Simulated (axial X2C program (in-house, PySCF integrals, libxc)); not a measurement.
How long does CaF⁻ take?

A bond scan computed with an axial X2C code built on PySCF integrals. Basis: Ca dyall-acv3z [12s13p7d5f], F dyall-av3z [7s6p3d2f] (cores contracted in-house).

The run was started with this input:
```json
{
 "zs": [
  20,
  9
 ],
 "q": -1,
 "bas": [
  "dyall-acv3z",
  "dyall-av3z"
 ],
 "levels": [
  "PBE0",
  "HF",
  "BHandHLYP"
 ],
 "cc": true,
 "r0": 2.35,
 "thr": -1.0,
 "nmax": 90,
 "npts": 10,
 "nst": 2,
 "ntry": 6
}
```
```bash
python so2c.py task.json out
```

Keys: zs atomic numbers; q charge; bas basis sets; levels methods; cc coupled cluster on or off; r0 starting distance in Å; thr threshold in hartree for freezing inner shells (an s shell follows its p shell); nmax most natural virtual spinors; npts points on the curve; nst determinants followed; ntry starts of the search. HF also brings MP2.

Hardware: 1 thread of Arm Neoverse V1, on a shared host.

Wall time of one point of each curve, integrals apart:

```tsv
Hamiltonian	level	points	seconds a point
spin-free	PBE0	10	0.22
spin-free	HF	10	0.091
spin-free	CCSD(T) (10 electrons, 90 virtuals)	7	3.1
spin-free	BHandHLYP	10	0.22
2c	PBE0	10	0.27
2c	HF	10	0.14
2c	CCSD(T) (10 electrons, 90 virtuals)	7	3.2
2c	BHandHLYP	10	0.27
```

The rest:

Search with its distance optimisation 15 s, atoms 12 s, whole task 92 s. Coupled cluster runs on the points near the minimum only. The program drops outer points, and coupled cluster, when its time limit (not in the input) nears; MP2, further determinants and curves that did not converge are not in the table.
